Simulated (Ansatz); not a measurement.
Start from `C[S][Ag]` and change one atom or group to get `C[S][Na]`.

Ansatz, PBE0-D4/def2-TZVP geometries, multiplicity 1. 

Elements past krypton have def2 core potentials.

| property | `C[S][Ag]` |
| --- | --- |
| LUMO energy (ωB97M-V/def2-TZVPP) / eV | -1.04 |
| HOMO energy (PBE/def2-TZVPP) / eV | -4.84 |
| ideal-gas entropy at 298 K and 1 bar (rigid rotor, harmonic PBE0-D4/def2-TZVP) / J/(mol·K) | 310 |
| HOMO energy (PBE0/def2-TZVPP) / eV | -5.84 |
| HOMO–LUMO gap (ωB97M-V/def2-TZVPP) / eV | 6.85 |
| HOMO–LUMO gap (B3LYP/def2-TZVPP) / eV | 2.80 |

(1) Give the same properties after the change, and the shifts. (Best estimate.)

Answers

(1) Ansatz gave: 
```
                                                                                  property  `C[S][Na]`  shift
                                                     LUMO energy (ωB97M-V/def2-TZVPP) / eV       -0.86   0.18
                                                         HOMO energy (PBE/def2-TZVPP) / eV       -3.73   1.11
ideal-gas entropy at 298 K and 1 bar (rigid rotor, harmonic PBE0-D4/def2-TZVP) / J/(mol·K)         305     -5
                                                        HOMO energy (PBE0/def2-TZVPP) / eV       -4.74   1.10
                                                   HOMO–LUMO gap (ωB97M-V/def2-TZVPP) / eV        6.02  -0.83
                                                     HOMO–LUMO gap (B3LYP/def2-TZVPP) / eV        2.65  -0.15
```

With PBE0 the HOMO rises by 1.10 eV and the LUMO rises by 0.93 eV, so the gap narrows by about 0.17 eV. PBE moves the HOMO by 1.11 eV and ωB97M-V by 1.01 eV.

B3LYP here is the variant with VWN-RPA as its local correlation; programs differ in this.
